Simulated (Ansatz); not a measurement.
# Molecular dynamics of H4C

The input (input.yaml):

```yaml
crystal:
  lattice:
    - [7.891236, 0.0, 0.0]
    - [0.0, 7.891236, 0.0]
    - [0.0, 0.0, 7.891236]
  atoms:
    - { symbol: C, position: [0.53530777, 0.36982165, 0.96357713] }
    - { symbol: H, position: [0.60363254, 0.28668308, 0.87733396] }
    - { symbol: H, position: [0.43025117, 0.42598599, 0.90156365] }
    - { symbol: H, position: [0.62605344, 0.46749407, 0.98153991] }
    - { symbol: H, position: [0.48901573, 0.31608904, 1.08107343] }
    - { symbol: C, position: [0.74151185, 0.10364053, 0.38521916] }
    - { symbol: H, position: [0.71074456, 0.23865823, 0.40639378] }
    - { symbol: H, position: [0.70055592, 0.02507082, 0.49251796] }
    - { symbol: H, position: [0.8793219, 0.08742133, 0.36370111] }
    - { symbol: H, position: [0.65906857, 0.07549393, 0.27638329] }
    - { symbol: C, position: [0.23027592, 1.01031506, 0.07803007] }
    - { symbol: H, position: [0.10950172, 0.98829028, 0.02430286] }
    - { symbol: H, position: [0.21826371, 1.00740753, 0.21394832] }
    - { symbol: H, position: [0.26110072, 1.1393342, 0.05350746] }
    - { symbol: H, position: [0.3233256, 0.92191238, 0.02545329] }
    - { symbol: C, position: [0.94946897, 0.3890986, 0.12383791] }
    - { symbol: H, position: [1.0121023, 0.38359329, 0.25421538] }
    - { symbol: H, position: [0.81770554, 0.34026204, 0.12211061] }
    - { symbol: H, position: [1.02401164, 0.31627505, 0.0277094] }
    - { symbol: H, position: [0.93952801, 0.52362211, 0.06929711] }
    - { symbol: C, position: [0.32203211, 0.23440276, 0.62507916] }
    - { symbol: H, position: [0.22028918, 0.17533331, 0.5622947] }
    - { symbol: H, position: [0.28515957, 0.26430398, 0.76109756] }
    - { symbol: H, position: [0.3649761, 0.34987695, 0.55923412] }
    - { symbol: H, position: [0.43304973, 0.1498505, 0.63025809] }
    - { symbol: C, position: [0.91202123, 0.72866815, 0.39548292] }
    - { symbol: H, position: [0.84782177, 0.77899638, 0.28569634] }
    - { symbol: H, position: [0.85014775, 0.61376152, 0.44788005] }
    - { symbol: H, position: [0.91268328, 0.81937627, 0.49899542] }
    - { symbol: H, position: [1.03275816, 0.68990321, 0.33571573] }
basis:
  ecutwfc: 500.0
kpoints:
  mp_grid: { grid: [1, 1, 1] }
hamiltonian:
  xc: r2scan
  dispersion: d3bj
scf:
  occupations: { method: fermi_dirac, width: 0.02 }
  lower_state_search: "off"
md:
  timestep: 0.5
  n_steps: 40
  ensemble: nvt_langevin
  temperature: 400.0
  initial_velocities: maxwell_boltzmann
  seed: 862798
  friction: 0.01
```

Run as:

```bash
$ ansatz run input.yaml --threads 1 --pin off --max-ram 3072MiB --backend cpu --events-out ev --progress --plain --runs-dir out
```

It goes on from the last frame of an earlier run, with new velocities.

Output, in part (step lines):

```
md step     0: t =     0.00 fs  T =   386.7 K  F+E_penalty+E_count = -1899.66603501 eV  E_kin = 1.499416 eV  (9 SCF iters)
md step     1: t =     0.50 fs  T =   370.1 K  F+E_penalty+E_count = -1899.61491533 eV  E_kin = 1.435056 eV  (7 SCF iters)
md step     2: t =     1.00 fs  T =   352.4 K  F+E_penalty+E_count = -1899.56243287 eV  E_kin = 1.366727 eV  (7 SCF iters)
md step     3: t =     1.50 fs  T =   342.9 K  F+E_penalty+E_count = -1899.52443751 eV  E_kin = 1.329846 eV  (7 SCF iters)
md step     4: t =     2.00 fs  T =   335.0 K  F+E_penalty+E_count = -1899.50721726 eV  E_kin = 1.298996 eV  (7 SCF iters)
md step     5: t =     2.50 fs  T =   339.3 K  F+E_penalty+E_count = -1899.50942818 eV  E_kin = 1.315643 eV  (5 SCF iters)
md step     6: t =     3.00 fs  T =   350.0 K  F+E_penalty+E_count = -1899.52500574 eV  E_kin = 1.357270 eV  (4 SCF iters)
md step     7: t =     3.50 fs  T =   356.5 K  F+E_penalty+E_count = -1899.54555064 eV  E_kin = 1.382526 eV  (4 SCF iters)
md step     8: t =     4.00 fs  T =   353.6 K  F+E_penalty+E_count = -1899.56416550 eV  E_kin = 1.371046 eV  (5 SCF iters)
md step     9: t =     4.50 fs  T =   362.7 K  F+E_penalty+E_count = -1899.57455168 eV  E_kin = 1.406343 eV  (5 SCF iters)
md step    10: t =     5.00 fs  T =   367.4 K  F+E_penalty+E_count = -1899.56751905 eV  E_kin = 1.424805 eV  (7 SCF iters)
md step    11: t =     5.50 fs  T =   364.7 K  F+E_penalty+E_count = -1899.54202061 eV  E_kin = 1.414064 eV  (5 SCF iters)
md step    12: t =     6.00 fs  T =   350.7 K  F+E_penalty+E_count = -1899.50960185 eV  E_kin = 1.359804 eV  (4 SCF iters)
md step    13: t =     6.50 fs  T =   354.4 K  F+E_penalty+E_count = -1899.48121853 eV  E_kin = 1.374416 eV  (5 SCF iters)
md step    14: t =     7.00 fs  T =   360.2 K  F+E_penalty+E_count = -1899.46910866 eV  E_kin = 1.396671 eV  (5 SCF iters)
md step    15: t =     7.50 fs  T =   353.1 K  F+E_penalty+E_count = -1899.48581306 eV  E_kin = 1.369313 eV  (5 SCF iters)
md step    16: t =     8.00 fs  T =   363.2 K  F+E_penalty+E_count = -1899.52384086 eV  E_kin = 1.408544 eV  (5 SCF iters)
md step    17: t =     8.50 fs  T =   378.1 K  F+E_penalty+E_count = -1899.57031334 eV  E_kin = 1.466310 eV  (5 SCF iters)
md step    18: t =     9.00 fs  T =   393.1 K  F+E_penalty+E_count = -1899.61485095 eV  E_kin = 1.524180 eV  (5 SCF iters)
md step    19: t =     9.50 fs  T =   403.8 K  F+E_penalty+E_count = -1899.64039851 eV  E_kin = 1.565739 eV  (4 SCF iters)
md step    20: t =    10.00 fs  T =   418.1 K  F+E_penalty+E_count = -1899.62807888 eV  E_kin = 1.621155 eV  (7 SCF iters)
md step    21: t =    10.50 fs  T =   404.8 K  F+E_penalty+E_count = -1899.57359960 eV  E_kin = 1.569668 eV  (4 SCF iters)
md step    22: t =    11.00 fs  T =   372.6 K  F+E_penalty+E_count = -1899.49228465 eV  E_kin = 1.444734 eV  (5 SCF iters)
md step    23: t =    11.50 fs  T =   346.3 K  F+E_penalty+E_count = -1899.41152574 eV  E_kin = 1.342765 eV  (5 SCF iters)
md step    24: t =    12.00 fs  T =   332.9 K  F+E_penalty+E_count = -1899.35526898 eV  E_kin = 1.290830 eV  (5 SCF iters)
md step    25: t =    12.50 fs  T =   319.2 K  F+E_penalty+E_count = -1899.33845176 eV  E_kin = 1.237776 eV  (5 SCF iters)
md step    26: t =    13.00 fs  T =   330.0 K  F+E_penalty+E_count = -1899.36841792 eV  E_kin = 1.279504 eV  (5 SCF iters)
md step    27: t =    13.50 fs  T =   353.7 K  F+E_penalty+E_count = -1899.42582027 eV  E_kin = 1.371444 eV  (4 SCF iters)
md step    28: t =    14.00 fs  T =   378.2 K  F+E_penalty+E_count = -1899.48253969 eV  E_kin = 1.466417 eV  (5 SCF iters)
md step    29: t =    14.50 fs  T =   411.5 K  F+E_penalty+E_count = -1899.52196420 eV  E_kin = 1.595624 eV  (4 SCF iters)
md step    30: t =    15.00 fs  T =   404.3 K  F+E_penalty+E_count = -1899.53073733 eV  E_kin = 1.567725 eV  (7 SCF iters)
md step    31: t =    15.50 fs  T =   409.2 K  F+E_penalty+E_count = -1899.50256756 eV  E_kin = 1.586656 eV  (5 SCF iters)
md step    32: t =    16.00 fs  T =   375.6 K  F+E_penalty+E_count = -1899.43863116 eV  E_kin = 1.456312 eV  (5 SCF iters)
md step    33: t =    16.50 fs  T =   358.6 K  F+E_penalty+E_count = -1899.35195570 eV  E_kin = 1.390385 eV  (5 SCF iters)
md step    34: t =    17.00 fs  T =   335.8 K  F+E_penalty+E_count = -1899.26751250 eV  E_kin = 1.302098 eV  (5 SCF iters)
md step    35: t =    17.50 fs  T =   315.6 K  F+E_penalty+E_count = -1899.21544549 eV  E_kin = 1.223896 eV  (5 SCF iters)
md step    36: t =    18.00 fs  T =   310.7 K  F+E_penalty+E_count = -1899.21313282 eV  E_kin = 1.204973 eV  (5 SCF iters)
md step    37: t =    18.50 fs  T =   319.6 K  F+E_penalty+E_count = -1899.25378098 eV  E_kin = 1.239525 eV  (5 SCF iters)
md step    38: t =    19.00 fs  T =   339.8 K  F+E_penalty+E_count = -1899.32007149 eV  E_kin = 1.317785 eV  (5 SCF iters)
md step    39: t =    19.50 fs  T =   372.1 K  F+E_penalty+E_count = -1899.39152375 eV  E_kin = 1.442885 eV  (5 SCF iters)
md step    40: t =    20.00 fs  T =   387.2 K  F+E_penalty+E_count = -1899.44663174 eV  E_kin = 1.501451 eV  (7 SCF iters)
```

The run went to its last step. A run of 0.02 ps of so small a system gives no equilibrium averages. Limits of this set-up: coarse k mesh.

Mean squared displacements from the first frame to the last, about the centre of mass: C 0.01 Å², H 0.15 Å².

Last frame:

```xyz
30
Lattice="7.8912 0.0000 0.0000 0.0000 7.8912 0.0000 0.0000 0.0000 7.8912" Properties=species:S:1:pos:R:3
C 4.254 2.988 7.687
H 4.957 2.429 7.067
H 3.356 3.288 7.231
H 4.771 3.848 7.994
H 3.938 2.460 8.581
C 5.871 0.690 2.894
H 5.872 1.781 3.011
H 5.483 0.141 3.760
H 6.824 0.202 2.649
H 5.097 0.484 2.156
C 1.786 8.055 0.649
H 0.766 8.329 0.325
H 1.661 7.786 1.713
H 2.549 8.831 0.472
H 1.995 7.127 0.078
C 7.523 3.151 1.015
H 7.767 3.518 1.997
H 6.801 2.348 1.013
H 8.492 2.888 0.563
H 7.260 4.045 0.510
C 2.493 1.889 5.013
H 1.907 1.214 4.409
H 1.904 2.213 5.923
H 2.664 2.720 4.319
H 3.453 1.415 5.299
C 7.266 5.816 3.040
H 6.631 6.064 2.241
H 6.915 5.067 3.753
H 7.588 6.657 3.631
H 8.053 5.309 2.424
```

Run time: 20 min on 1 thread of Arm Neoverse V1, with other jobs on the host, peak memory 1.4 GiB.
